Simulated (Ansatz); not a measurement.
CH4ClISi can be A, `Cl[SiH2]CI`, or B, `[SiH3]C(Cl)I`.

Computed with Ansatz on PBE0-D4/def2-TZVP structures; ΔE is electronic, products minus reactants. CBS: MP2 limit from def2 TZ/QZ plus the TZ coupled-cluster correction, frozen cores. DFT in def2-TZVPP. B3LYP here is the variant with VWN-RPA as its local correlation; programs differ in this. Elements past krypton have def2 core potentials. For I outer-core shells are correlated without core-valence functions, which leaves a few kJ/mol of doubt a bond. Each species was taken in one conformer, which may not be the lowest.

A:

Z-matrix (Å, degrees):
```
Si
C 1 1.866
Cl 1 2.049 2 109.8
H 1 1.485 2 109.2 3 -117.8
H 1 1.479 2 110.4 3 120.1
I 2 2.137 1 111.1 3 -65.2
H 2 1.090 1 111.2 3 176.5
H 2 1.089 1 112.3 3 54.0
```

B:

```xyz
8

Si   -0.619   -0.676    0.382
C     0.600    0.480   -0.485
Cl    2.217    0.289    0.204
I    -0.125    2.497   -0.324
H    -0.684   -0.291    1.810
H    -1.944   -0.535   -0.269
H    -0.124   -2.070    0.238
H     0.679    0.306   -1.555
```

(1) Which isomer does CCSD(T)/CBS put lower? Give the gap. (An estimate is asked.)

(2) Give E(B) − E(A) in kJ/mol with CCSD/def2-TZVPP, MP2/def2-TZVPP, HF/def2-TZVPP, B2PLYP, r2SCAN-D4, B3LYP-D4, PBE-D4. (Best estimate.)

Largest T1 diagnostic: 0.010.

## Answers

(1) The calculation gave: A, by 177.1 kJ/mol.

(2) The calculation gave: CCSD/def2-TZVPP 179.8, MP2/def2-TZVPP 179.0, HF/def2-TZVPP 192.6, B2PLYP 177.2, r2SCAN-D4 178.3, B3LYP-D4 173.8, PBE-D4 167.1. None reverses the order clearly.

From PBE to PBE0 (25 % exact exchange), in def2-TZVPP and without D4, E(B) − E(A) moves by +9.2 kJ/mol. In def2-TZVPP, CCSD(T) changes the Hartree–Fock value by −16.6 kJ/mol (the triples alone add −3.8 kJ/mol) and MP2 by −13.6 kJ/mol.
